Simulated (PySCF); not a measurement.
Write a Z-matrix for `[CH3][Tl]([CH3])[CH3]` as optimised with PBE0-D3(BJ)/def2-SVP.

Z-matrix in Å and degrees, rows numbered from 1:
```
C 
Tl  1  2.2274
C   2  2.2248  1  120.51
C   2  2.2270  1  119.07  3  -179.04
H   1  1.1009  2  108.36  3    83.90
H   1  1.0989  2  110.49  3   -34.85
H   1  1.0984  2  110.65  3  -156.84
H   3  1.1003  2  108.80  1   113.34
H   3  1.0979  2  110.99  1    -7.06
H   3  1.0996  2  109.62  1  -128.40
H   4  1.0986  2  110.30  1   -28.87
H   4  1.1010  2  108.34  1    89.99
H   4  1.0986  2  110.85  1  -150.94
```

The 4 heavy atoms lie in one plane (0.005 Å rms). All 3 C–Tl bonds measure 2.225 to 2.227 Å. Tl2 (thallium bonded to 3 C) is planar (angles 120.5°, 120.4° and 119.1°, sum 360.0°, 0.01 Å off the plane of its three neighbours).

The calculation used PBE0-D3(BJ)/def2-SVP geometry optimisation, gas phase, def2 core potentials past Kr in PySCF.

No PBE0-D3(BJ)/def2-SVP frequencies stand behind this structure, so it isn't proved a minimum.

Time: 25 s; peak memory 0.49 GiB. Hardware: one thread, Arm Neoverse V2 (aarch64), shared host with 96 logical CPUs at a one-minute load of 31. This is the geometry optimisation.
